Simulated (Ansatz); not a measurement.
`O[CH](Cl)[GeH2][SH]` → C• + Cl• + Ge• + 5 H• + O• + S•  (atomization)

Calculated with Ansatz (gas phase, PBE0-D4/def2-TZVP geometries, no zero-point term in ΔE). CCSD(T)/CBS is the MP2 limit (def2-TZVPP, def2-QZVPP) plus CCSD(T) − MP2 in def2-TZVPP, frozen cores. This one scheme is used for every species, atoms too. For atomizations the MP2-based limit and the directly extrapolated one differ by several kJ/mol either way, and by 10 to 25 for some Ge, Se and Sn compounds, so smaller differences from it don't rank the levels. Functionals use def2-TZVPP. B3LYP here is the variant with VWN-RPA as its local correlation; programs differ in this. Open shells (•) are unrestricted, without spin–orbit coupling. Spin–orbit coupling would lower the free atoms: a little for C, Cl, O, S; clearly for Ge. For Ge outer-core shells are correlated without core-valence functions, so the limit isn't a true one: a few kJ/mol of doubt a bond, and 10 to 20 or more in all where bonds break to atoms. Scalar relativity is left out up to krypton. Each species was taken in one conformer, which may not be the lowest.

```json
{"level": "LDA (SPW92)", "ΔE (kJ/mol)": "3693.1", "difference from CCSD(T)/CBS": "527.5"}
{"level": "PBE-D4", "ΔE (kJ/mol)": "3220.1", "difference from CCSD(T)/CBS": "54.5"}
{"level": "revPBE-D4", "ΔE (kJ/mol)": "3131.3", "difference from CCSD(T)/CBS": "-34.3"}
{"level": "BLYP-D4", "ΔE (kJ/mol)": "3125.7", "difference from CCSD(T)/CBS": "-39.9"}
{"level": "r2SCAN-D4", "ΔE (kJ/mol)": "3171.5", "difference from CCSD(T)/CBS": "5.9"}
{"level": "B97M-V", "ΔE (kJ/mol)": "3180.0", "difference from CCSD(T)/CBS": "14.4"}
{"level": "PBE0-D4", "ΔE (kJ/mol)": "3151.5", "difference from CCSD(T)/CBS": "-14.1"}
{"level": "B3LYP-D4", "ΔE (kJ/mol)": "3126.1", "difference from CCSD(T)/CBS": "-39.5"}
{"level": "r2SCANh-D4", "ΔE (kJ/mol)": "3144.8", "difference from CCSD(T)/CBS": "-20.8"}
{"level": "r2SCAN0-D4", "ΔE (kJ/mol)": "3107.1", "difference from CCSD(T)/CBS": "-58.5"}
{"level": "BHLYP-D4", "ΔE (kJ/mol)": "3021.1", "difference from CCSD(T)/CBS": "-144.5"}
{"level": "CAM-B3LYP-D4", "ΔE (kJ/mol)": "3139.8", "difference from CCSD(T)/CBS": "-25.8"}
{"level": "ωB97X-V", "ΔE (kJ/mol)": "3173.6", "difference from CCSD(T)/CBS": "8.0"}
{"level": "ωB97M-V", "ΔE (kJ/mol)": "3160.2", "difference from CCSD(T)/CBS": "-5.4"}
{"level": "B2PLYP", "ΔE (kJ/mol)": "3094.6", "difference from CCSD(T)/CBS": "-71.0"}
{"level": "PBE-QIDH", "ΔE (kJ/mol)": "3129.1", "difference from CCSD(T)/CBS": "-36.5"}
{"level": "PBE", "ΔE (kJ/mol)": "3194.1", "difference from CCSD(T)/CBS": "28.5"}
{"level": "revPBE", "ΔE (kJ/mol)": "3060.0", "difference from CCSD(T)/CBS": "-105.6"}
{"level": "BLYP", "ΔE (kJ/mol)": "3069.7", "difference from CCSD(T)/CBS": "-95.9"}
{"level": "r2SCAN", "ΔE (kJ/mol)": "3165.2", "difference from CCSD(T)/CBS": "-0.4"}
{"level": "PBE0", "ΔE (kJ/mol)": "3129.3", "difference from CCSD(T)/CBS": "-36.3"}
{"level": "B3LYP", "ΔE (kJ/mol)": "3083.9", "difference from CCSD(T)/CBS": "-81.7"}
{"level": "r2SCANh", "ΔE (kJ/mol)": "3138.0", "difference from CCSD(T)/CBS": "-27.6"}
{"level": "r2SCAN0", "ΔE (kJ/mol)": "3099.5", "difference from CCSD(T)/CBS": "-66.1"}
{"level": "BHLYP", "ΔE (kJ/mol)": "2986.6", "difference from CCSD(T)/CBS": "-179.0"}
{"level": "CAM-B3LYP", "ΔE (kJ/mol)": "3117.0", "difference from CCSD(T)/CBS": "-48.6"}
{"level": "LC-ωPBE", "ΔE (kJ/mol)": "3114.3", "difference from CCSD(T)/CBS": "-51.3"}
{"level": "HF/def2-SVP", "ΔE (kJ/mol)": "2152.6", "difference from CCSD(T)/CBS": "-1013.0"}
{"level": "MP2/def2-SVP", "ΔE (kJ/mol)": "2959.2", "difference from CCSD(T)/CBS": "-206.4"}
{"level": "CCSD/def2-SVP", "ΔE (kJ/mol)": "2882.2", "difference from CCSD(T)/CBS": "-283.4"}
{"level": "CCSD(T)/def2-SVP", "ΔE (kJ/mol)": "2923.1", "difference from CCSD(T)/CBS": "-242.5"}
{"level": "HF/def2-TZVPP", "ΔE (kJ/mol)": "2153.6", "difference from CCSD(T)/CBS": "-1012.0"}
{"level": "MP2/def2-TZVPP", "ΔE (kJ/mol)": "3129.4", "difference from CCSD(T)/CBS": "-36.2"}
{"level": "CCSD/def2-TZVPP", "ΔE (kJ/mol)": "3013.4", "difference from CCSD(T)/CBS": "-152.2"}
{"level": "CCSD(T)/def2-TZVPP", "ΔE (kJ/mol)": "3075.5", "difference from CCSD(T)/CBS": "-90.1"}
{"level": "MP2/def2-QZVPP", "ΔE (kJ/mol)": "3181.6", "difference from CCSD(T)/CBS": "16.0"}
{"level": "SCS-MP2/def2-QZVPP", "ΔE (kJ/mol)": "3160.6", "difference from CCSD(T)/CBS": "-5.0"}
{"level": "HF/CBS(def2)", "ΔE (kJ/mol)": "2155.0", "difference from CCSD(T)/CBS": "-1010.6"}
{"level": "MP2/CBS(def2)", "ΔE (kJ/mol)": "3219.6", "difference from CCSD(T)/CBS": "54.0"}
{"level": "CCSD/CBS(def2)", "ΔE (kJ/mol)": "3103.5", "difference from CCSD(T)/CBS": "-62.1"}
{"level": "CCSD(T)/CBS", "ΔE (kJ/mol)": "3165.6", "difference from CCSD(T)/CBS": "0"}
```

Largest T1 diagnostic among the species: 0.011.

In def2-TZVPP, CCSD(T) changes the Hartree–Fock value by +921.9 kJ/mol (the triples alone add +62.1 kJ/mol) and MP2 by +975.9 kJ/mol; breaking electron pairs costs correlation energy, which Hartree–Fock lacks. From PBE to PBE0 (25 % exact exchange), in def2-TZVPP and without D4, ΔE moves by −64.8 kJ/mol: exact exchange takes away binding that semilocal exchange gives to molecules. Leaving LDA and LC-ωPBE aside and taking each functional with its dispersion term where it has one, the values spread over 198.9 kJ/mol, from BHLYP-D4 to PBE-D4. LDA lies +499.0 kJ/mol from PBE without D4, its usual overbinding.
